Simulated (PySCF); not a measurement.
LDA on C⁻ (carbon, charge -1), [He] 2s2 2p3, high-spin 4S determinant. Calculation: PySCF 2.14, in aug-cc-pVDZ; no relativity, point nucleus.

```
cycle= 1 E= -37.5227624966973  delta_E= -0.00339  |g|= 0.0583  |ddm|= 0.382
cycle= 2 E= -37.5114351654677  delta_E= 0.0113  |g|= 0.125  |ddm|= 0.434
cycle= 3 E= -37.5261040149917  delta_E= -0.0147  |g|= 0.0045  |ddm|= 0.296
cycle= 4 E= -37.5261279502407  delta_E= -2.39e-05  |g|= 0.000624  |ddm|= 0.013
cycle= 5 E= -37.526128305448  delta_E= -3.55e-07  |g|= 2.83e-05  |ddm|= 0.00136
cycle= 6 E= -37.5261283061858  delta_E= -7.38e-10  |g|= 1.43e-07  |ddm|= 6.47e-05
converged SCF energy = -37.5261283061858  <S^2> = 3.7544707  2S+1 = 4.0022347
```

Highest occupied orbital energy: 1.863 eV; ⟨L²⟩ = 0.00; populations by l: s 4.00, p 3.00, d 0.00.

Problem. Can this result be used?

Solution. With care. Self-consistency was reached. At LDA the highest occupied level has a positive energy, so only the finite basis holds that electron; in a semilocal or global hybrid functional this comes from self-interaction and does not mean that the real anion is unbound.
